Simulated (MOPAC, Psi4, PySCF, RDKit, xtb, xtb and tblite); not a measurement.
Two geometries of C2H8OSi2, SMILES O=C[SiH2]C[SiH3], relaxed at GFN2-xTB with one dihedral held; other torsions can differ between them too.

Structure A

```
13

O     -1.0995    -1.1874     1.3691
C     -1.7601    -0.3247     0.8447
Si    -1.1650     0.6058    -0.7218
C      0.6487     0.1331    -0.9226
Si     1.2412    -1.4644    -0.0302
H     -2.7500    -0.0754     1.2811
H     -2.0359     0.1335    -1.8038
H     -1.4215     2.0296    -0.4752
H      0.8749     0.0294    -1.9842
H      1.2768     0.9526    -0.5699
H      1.5019    -1.2196     1.3825
H      2.5487    -1.7505    -0.6540
H      0.3697    -2.5932    -0.3371
```

Structure B

```
13

O      0.8325    -0.8595     1.6895
C      1.6132    -0.2285     1.0228
Si     1.1616     0.6182    -0.6399
C     -0.6099     0.1155    -1.0677
Si    -1.9741     1.0864    -0.1535
H      2.6622    -0.1253     1.3805
H      2.1527     0.1332    -1.6109
H      1.3518     2.0588    -0.4451
H     -0.7349    -0.9447    -0.8443
H     -0.7674     0.2241    -2.1414
H     -1.8545     2.5055    -0.5059
H     -3.2815     0.5957    -0.6015
H     -1.8437     0.9188     1.2910
```

Which is lower in energy at the level DF-MP2 (frozen core)/cc-pVTZ // GFN2-xTB (Psi4 1.11), and by how much?

B is lower, by 1.59 kcal/mol (dihedral C2–Si3–C4–Si5: 20° in A, 80° in B).

E(B) − E(A) in kcal/mol at the other levels, on the same two geometries: GFN2-xTB (xtb and tblite) 1.04; MMFF94 // GFN2-xTB (RDKit) -11.88; PBE0/def2-TZVP // GFN2-xTB (Psi4) -2.01; PBE0-D3(BJ)/def2-TZVP // GFN2-xTB (Psi4) -1.75; PBE/def2-TZVP // GFN2-xTB (Psi4) -2.09; PBE-D3(BJ)/def2-TZVP // GFN2-xTB (Psi4) -1.77; M06-2X/def2-TZVP // GFN2-xTB (Psi4) -1.47; HF/cc-pVTZ // GFN2-xTB (Psi4) -3.58; UFF // GFN2-xTB (RDKit) -11.79; PM7, restricted, heats of formation // GFN2-xTB (MOPAC) -3.17; AM1, restricted, heats of formation // GFN2-xTB (MOPAC) -4.06; GFN1-xTB // GFN2-xTB (xtb) 9.66; restricted B3LYP/6-31G*, spherical d, density fitting // GFN2-xTB (PySCF) -1.78; restricted B3LYP/LANL2DZ, with its core potentials past Ne // GFN2-xTB (PySCF) -3.01; restricted M06-2X/6-31G*, spherical d, density fitting // GFN2-xTB (PySCF) -0.71; restricted BP86/6-31G*, spherical d, density fitting // GFN2-xTB (PySCF) -1.40.

MMFF94 has few fitted parameters for silicon.
